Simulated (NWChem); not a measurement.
System: HfSiH₆O; SMILES [SiH3][O][HfH3]

Parts of the log:

```
             Northwest Computational Chemistry Package (NWChem) 7.3.0
             --------------------------------------------------------

 C3  symmetry detected

                             Geometry "geometry" -> ""
                             -------------------------

 Output coordinates in angstroms (scale by  1.889725989 to convert to a.u.)

  No.       Tag          Charge          X              Y              Z
 ---- ---------------- ---------- -------------- -------------- --------------
    1 Hf                  72.0000     0.00000000     0.00000000     0.77589007
    2 H                    1.0000     1.56841856     0.83283956     1.30058714
    3 H                    1.0000    -1.50546950     0.94187053     1.30058714
    4 H                    1.0000    -0.06294906    -1.77471010     1.30058714
    5 O                    8.0000     0.00000000    -0.00000000    -1.24959616
    6 Si                  14.0000     0.00000000     0.00000000    -2.84454055
    7 H                    1.0000     1.25192706     0.61072369    -3.31516988
    8 H                    1.0000    -1.15486576     0.77883879    -3.31516988
    9 H                    1.0000    -0.09706130    -1.38956248    -3.31516988

 Effective nuclear repulsion energy (a.u.)     454.4919718756

      Symmetry information
      --------------------

 Group name             C3
 Group number              5
 Group order               3
 No. of unique centers     5

                                Z-matrix (autoz)
                                --------

 Units are Angstrom for bonds and degrees for angles

[...]

      ----------------------
      Optimization converged
      ----------------------

  Step       Energy      Delta E   Gmax     Grms     Xrms     Xmax
  ---- ---------------- -------- -------- -------- -------- --------
@    6    -415.98776777 -3.5D-08  0.00002  0.00001  0.00029  0.00059
                                     ok       ok       ok       ok

                                Z-matrix (autoz)
                                --------

 Units are Angstrom for bonds and degrees for angles

      Type          Name      I     J     K     L     M      Value     Gradient
      ----------- --------  ----- ----- ----- ----- ----- ---------- ----------
    1 Stretch                  1     2                       1.85417    0.00001
    2 Stretch                  1     3                       1.85417    0.00001
    3 Stretch                  1     4                       1.85417    0.00001
    4 Stretch                  1     5                       1.91215   -0.00002
    5 Stretch                  5     6                       1.67538    0.00001
    6 Stretch                  6     7                       1.49110    0.00000
    7 Stretch                  6     8                       1.49110    0.00000
    8 Stretch                  6     9                       1.49110    0.00000
    9 Bend                     1     6     7               109.14813   -0.00000
   10 Bend                     1     6     8               109.14813   -0.00000
   11 Bend                     1     6     9               109.14813   -0.00000
   12 Bend                     2     1     3               110.62405    0.00001
   13 Bend                     2     1     4               110.62405    0.00001
   14 Bend                     2     1     5               108.29222   -0.00001
   15 Bend                     3     1     4               110.62405    0.00001
   16 Bend                     3     1     5               108.29222   -0.00001
   17 Bend                     4     1     5               108.29222   -0.00001
   18 Bend                     5     6     7               109.14813   -0.00000
   19 Bend                     5     6     8               109.14813   -0.00000
   20 Bend                     5     6     9               109.14813   -0.00000
   21 Bend                     6     1     2               108.29222   -0.00001
   22 Bend                     6     1     3               108.29222   -0.00001
   23 Bend                     6     1     4               108.29222   -0.00001
   24 Bend                     7     6     8               109.79237    0.00000
   25 Bend                     7     6     9               109.79237    0.00000
   26 Bend                     8     6     9               109.79237    0.00000
   27 Torsion                  2     1     6     7           2.12061   -0.00000
   28 Torsion                  2     1     6     8        -117.87939   -0.00000
   29 Torsion                  2     1     6     9         122.12061   -0.00000
   30 Torsion                  1     2     5     6         180.00000    0.00000
   31 Torsion                  3     1     6     7         122.12061   -0.00000
   32 Torsion                  3     1     6     8           2.12061   -0.00000
   33 Torsion                  3     1     6     9        -117.87939   -0.00000
   34 Torsion                  1     3     5     6         180.00000   -0.00000
   35 Torsion                  4     1     6     7        -117.87939   -0.00000
   36 Torsion                  4     1     6     8         122.12061   -0.00000
   37 Torsion                  4     1     6     9           2.12061   -0.00000
   38 Torsion                  1     4     5     6         180.00000   -0.00000
   39 Torsion                  1     5     7     6         180.00000   -0.00000
   40 Torsion                  1     5     8     6        -180.00000    0.00000
   41 Torsion                  1     5     9     6        -180.00000    0.00000

                         Geometry "geometry" -> "geometry"
                         ---------------------------------

 Output coordinates in angstroms (scale by  1.889725989 to convert to a.u.)

[...]

 Rotational Constants
 --------------------
 A=   1.096822 cm-1  (  1.578047 K)
 B=   0.043178 cm-1  (  0.062123 K)
 C=   0.043178 cm-1  (  0.062123 K)

 Temperature                      =   298.15K
 frequency scaling parameter      =   1.0000

 Zero-Point correction to Energy  =   29.407 kcal/mol  (  0.046863 au)
 Thermal correction to Energy     =   33.223 kcal/mol  (  0.052944 au)
 Thermal correction to Enthalpy   =   33.815 kcal/mol  (  0.053887 au)

 Total Entropy                    =   78.445 cal/mol-K
   - Translational                =   42.181 cal/mol-K (mol. weight = 229.9656)
   - Rotational                   =   23.976 cal/mol-K (symmetry #  =        3)
   - Vibrational                  =   12.288 cal/mol-K

 Cv (constant volume heat capacity) =   20.506 cal/mol-K
   - Translational                  =    2.979 cal/mol-K
   - Rotational                     =    2.979 cal/mol-K
   - Vibrational                    =   14.547 cal/mol-K

[normal modes left out]

 ----------------------------------------------------------------------------
 Normal Eigenvalue ||           Projected Infra Red Intensities
  Mode   [cm**-1]  || [atomic units] [(debye/angs)**2] [(KM/mol)] [arbitrary]
 ------ ---------- || -------------- ----------------- ---------- -----------
    1      -42.833 ||    0.000000           0.000         0.000       0.000
    2       -0.000 ||    0.000160           0.004         0.156       0.012
    3       -0.000 ||    0.000015           0.000         0.015       0.001
    4        0.000 ||    0.000037           0.001         0.036       0.003
    5        0.000 ||    0.000038           0.001         0.037       0.003
    6        0.000 ||    0.000145           0.003         0.142       0.011
    7        0.000 ||    0.000000           0.000         0.000       0.000
    8       95.062 ||    0.000593           0.014         0.578       0.044
    9       95.062 ||    0.000593           0.014         0.578       0.044
   10      372.365 ||    0.000392           0.009         0.382       0.029
   11      396.872 ||    0.041109           0.948        40.075       3.025
   12      396.872 ||    0.041109           0.948        40.075       3.025
   13      580.762 ||    0.199320           4.598       194.307      14.667
   14      666.492 ||    0.080637           1.860        78.609       5.934
   15      666.492 ||    0.080637           1.860        78.609       5.934
   16      725.211 ||    0.051547           1.189        50.250       3.793
   17      725.211 ||    0.051547           1.189        50.250       3.793
   18      950.243 ||    0.072935           1.683        71.101       5.367
   19      950.243 ||    0.072935           1.683        71.101       5.367
   20      961.047 ||    0.986782          22.766       961.964      72.614
   21     1038.406 ||    0.298298           6.882       290.795      21.951
   22     1716.662 ||    0.584781          13.491       570.073      43.032
   23     1716.662 ||    0.584781          13.491       570.073      43.032
   24     1767.868 ||    0.190108           4.386       185.327      13.989
   25     2249.877 ||    0.078870           1.820        76.886       5.804
   26     2254.474 ||    0.125888           2.904       122.722       9.264
   27     2254.474 ||    0.125888           2.904       122.722       9.264
 ----------------------------------------------------------------------------

 ===============================================================================
      Negative Nuclear Hessian Mode    1  Eigenvalue =    -42.83 cm**(-1)
 -------------------------------------------------------------------------------
   Raw step length:  0.527 angstroms ;  The Raw step for this mode is:
    1 Hf                  72.0000    -0.00000000    -0.00000000    -0.00001760
    2 H                    1.0000    -0.08927051     0.16787289    -0.00013339
    3 H                    1.0000    -0.10074693    -0.16124698    -0.00013339
    4 H                    1.0000     0.19001744    -0.00662591    -0.00013339
    5 O                    8.0000     0.00000000    -0.00000000     0.00005652
    6 Si                  14.0000     0.00000000    -0.00000000     0.00007759
    7 H                    1.0000     0.10385064    -0.21373464     0.00016413
    8 H                    1.0000     0.13317431     0.19680461     0.00016413
    9 H                    1.0000    -0.23702495     0.01693003     0.00016413

  Geometry after  100.0% step for mode  1; Step length =  0.527 angstroms
   Maximum component (any atom: x,y, or z) displacement:  0.448
    1 Hf                  72.0000    -0.00000000    -0.00000000     0.73572589
    2 H                    1.0000     1.46471267     0.99516525     1.31756683
    3 H                    1.0000    -1.59419473     0.77089576     1.31756683
    4 H                    1.0000     0.12948206    -1.76606101     1.31756683
    5 O                    8.0000     0.00000000    -0.00000000    -1.17635238
    6 Si                  14.0000     0.00000000    -0.00000000    -2.85170667
    7 H                    1.0000     1.37087469     0.40174092    -3.34071783
    8 H                    1.0000    -1.03335518     0.98634184    -3.34071783
    9 H                    1.0000    -0.33751950    -1.38808276    -3.34071783

  Geometry after -100.0% step for mode  1; Step length =  0.527 angstroms
   Maximum component (any atom: x,y, or z) displacement:  0.448
    1 Hf                  72.0000     0.00000000     0.00000000     0.73576109
    2 H                    1.0000     1.64325370     0.65941948     1.31783362
    3 H                    1.0000    -1.39270087     1.09338971     1.31783362
    4 H                    1.0000    -0.25055283    -1.75280919     1.31783362
    5 O                    8.0000    -0.00000000     0.00000000    -1.17646543
    6 Si                  14.0000    -0.00000000     0.00000000    -2.85186184
    7 H                    1.0000     1.16317341     0.82921020    -3.34104608
    8 H                    1.0000    -1.29970380     0.59273263    -3.34104608
    9 H                    1.0000     0.13653039    -1.42194282    -3.34104608

  Geometry after   50.0% step for mode  1; Step length =  0.264 angstroms
   Maximum component (any atom: x,y, or z) displacement:  0.224
    1 Hf                  72.0000    -0.00000000    -0.00000000     0.73573469
    2 H                    1.0000     1.50934793     0.91122881     1.31763353
    3 H                    1.0000    -1.54382126     0.85151924     1.31763353
    4 H                    1.0000     0.03447334    -1.76274806     1.31763353
    5 O                    8.0000     0.00000000    -0.00000000    -1.17638064
    6 Si                  14.0000     0.00000000    -0.00000000    -2.85174546
    7 H                    1.0000     1.31894937     0.50860824    -3.34079989
    8 H                    1.0000    -1.09994234     0.88793954    -3.34079989
    9 H                    1.0000    -0.21900703    -1.39654778    -3.34079989

  Geometry after  -50.0% step for mode  1; Step length =  0.264 angstroms
   Maximum component (any atom: x,y, or z) displacement:  0.224
    1 Hf                  72.0000     0.00000000     0.00000000     0.73575229
    2 H                    1.0000     1.59861844     0.74335593     1.31776693
    3 H                    1.0000    -1.44307434     1.01276622     1.31776693
    4 H                    1.0000    -0.15554411    -1.75612215     1.31776693
    5 O                    8.0000    -0.00000000     0.00000000    -1.17643717
    6 Si                  14.0000    -0.00000000     0.00000000    -2.85182304
    7 H                    1.0000     1.21509873     0.72234288    -3.34096402
    8 H                    1.0000    -1.23311665     0.69113493    -3.34096402
    9 H                    1.0000     0.01801792    -1.41347781    -3.34096402

  Geometry after   44.7% step for mode  1; Step length =  0.235 angstroms
   Maximum component (any atom: x,y, or z) displacement:  0.200
    1 Hf                  72.0000    -0.00000000    -0.00000000     0.73573563
    2 H                    1.0000     1.51412247     0.90225031     1.31764067
    3 H                    1.0000    -1.53843292     0.86014336     1.31764067
    4 H                    1.0000     0.02431046    -1.76239368     1.31764067
    5 O                    8.0000     0.00000000    -0.00000000    -1.17638367
    6 Si                  14.0000     0.00000000    -0.00000000    -2.85174961
    7 H                    1.0000     1.31339503     0.52003960    -3.34080867
    8 H                    1.0000    -1.10706502     0.87741366    -3.34080867
    9 H                    1.0000    -0.20633001    -1.39745326    -3.34080867

  Geometry after  -44.7% step for mode  1; Step length =  0.235 angstroms
   Maximum component (any atom: x,y, or z) displacement:  0.200
    1 Hf                  72.0000     0.00000000     0.00000000     0.73575135
    2 H                    1.0000     1.59384391     0.75233443     1.31775979
    3 H                    1.0000    -1.44846268     1.00414210     1.31775979
    4 H                    1.0000    -0.14538123    -1.75647652     1.31775979
    5 O                    8.0000    -0.00000000     0.00000000    -1.17643414
    6 Si                  14.0000    -0.00000000     0.00000000    -2.85181889
    7 H                    1.0000     1.22065307     0.71091151    -3.34095524
    8 H                    1.0000    -1.22599396     0.70166081    -3.34095524
    9 H                    1.0000     0.00534089    -1.41257232    -3.34095524

  Geometry after   22.3% step for mode  1; Step length =  0.118 angstroms
   Maximum component (any atom: x,y, or z) displacement:  0.100
    1 Hf                  72.0000    -0.00000000    -0.00000000     0.73573956
    2 H                    1.0000     1.53405283     0.86477134     1.31767045
    3 H                    1.0000    -1.51594036     0.89614305     1.31767045
    4 H                    1.0000    -0.01811246    -1.76091439     1.31767045
    5 O                    8.0000     0.00000000    -0.00000000    -1.17639629
    6 Si                  14.0000     0.00000000    -0.00000000    -2.85176693
    7 H                    1.0000     1.29020954     0.56775758    -3.34084531
    8 H                    1.0000    -1.13679726     0.83347545    -3.34084531
    9 H                    1.0000    -0.15341228    -1.40123303    -3.34084531

  Geometry after  -22.3% step for mode  1; Step length =  0.118 angstroms
   Maximum component (any atom: x,y, or z) displacement:  0.100
    1 Hf                  72.0000     0.00000000     0.00000000     0.73574742
    2 H                    1.0000     1.57391355     0.78981340     1.31773001
    3 H                    1.0000    -1.47095524     0.96814242     1.31773001
    4 H                    1.0000    -0.10295831    -1.75795581     1.31773001
    5 O                    8.0000    -0.00000000     0.00000000    -1.17642152
    6 Si                  14.0000    -0.00000000     0.00000000    -2.85180157
    7 H                    1.0000     1.24383856     0.66319353    -3.34091859
    8 H                    1.0000    -1.19626173     0.74559902    -3.34091859
    9 H                    1.0000    -0.04757683    -1.40879256    -3.34091859
```

Level: PBE0/def2-SVP with def2 effective core potentials on Hf. def2 effective core potentials on Hf; no spin-orbit coupling. The optimisation ended at a saddle point (imaginary frequency).

Which NWChem input produces such a log?

This is not unique; one that fits is the input that was run:
```
start job
memory heap 200 mb stack 900 mb global 1100 mb
geometry units angstroms
  Hf     0.273952     0.526975     0.220886
  H      1.893064     0.008594     0.954787
  H      0.489688     1.654706    -1.231883
  H     -0.880407     1.226675     1.488467
  O     -0.601829    -1.157437    -0.485059
  Si    -1.291180    -2.483852    -1.041176
  H     -0.424491    -3.630322    -0.731021
  H     -1.460327    -2.352142    -2.495735
  H     -2.599224    -2.643232    -0.388819
end
basis spherical
  * library def2-svp
end
ecp
  Hf library def2-ecp
end
dft
  xc pbe0
  iterations 150
end
driver
  maxiter 120
end
task dft optimize
dft
  grid fine
  convergence energy 1d-8 density 1d-7
end
task dft freq numerical
```
